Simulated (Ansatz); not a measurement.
Wavefunction ladder for CH₂AlBrClF

| atom | x (Å) | y (Å) | z (Å) |
| --- | --- | --- | --- |
| F1 | -1.7423 | -1.1312 | -0.2137 |
| C2 | -0.7137 | -0.3551 | -0.5706 |
| Br3 | 1.0372 | -1.5212 | -0.5619 |
| Al4 | 0.4286 | 0.5860 | 0.7373 |
| Cl5 | 1.4551 | 2.2468 | -0.0314 |
| H6 | -0.7882 | -0.1122 | -1.6314 |
| H7 | 0.3232 | 0.2870 | 2.2717 |

Total charge 0; spin multiplicity 1. Correlated methods include outer-core shells of Br, which these sets cover unevenly. Scalar relativity is left out up to krypton. The bonds changed during the relaxation, so this is another structure than the one it started from. Geometry: relaxed with PBE0-D4/def2-TZVP. It is one conformer, not always the lowest. Frozen core, restricted reference, Ansatz 0.2.0.

```json
{"basis": "def2-SVP", "HF (Eh)": "?", "MP2 corr.": "-0.74085", "CCSD corr.": "-0.77373", "(T)": "-0.01900", "CCSD(T) total": "?"}
{"basis": "def2-TZVPP", "HF (Eh)": "?", "MP2 corr.": "?", "CCSD corr.": "-0.98686", "(T)": "-0.03798", "CCSD(T) total": "?"}
{"basis": "def2-QZVPP", "HF (Eh)": "-3412.52026", "MP2 corr.": "?", "CCSD corr.": "–", "(T)": "–", "CCSD(T) total": "–"}
```

(1) Fill in the withheld values. (Best estimate.)

Results:

(1) The calculation gave: def2-SVP HF (Eh): -3411.71416; def2-SVP CCSD(T) total: -3412.50689; def2-TZVPP HF (Eh): -3412.44516; def2-TZVPP MP2 corr.: -0.95205; def2-TZVPP CCSD(T) total: -3413.47000; def2-QZVPP MP2 corr.: -1.33159.
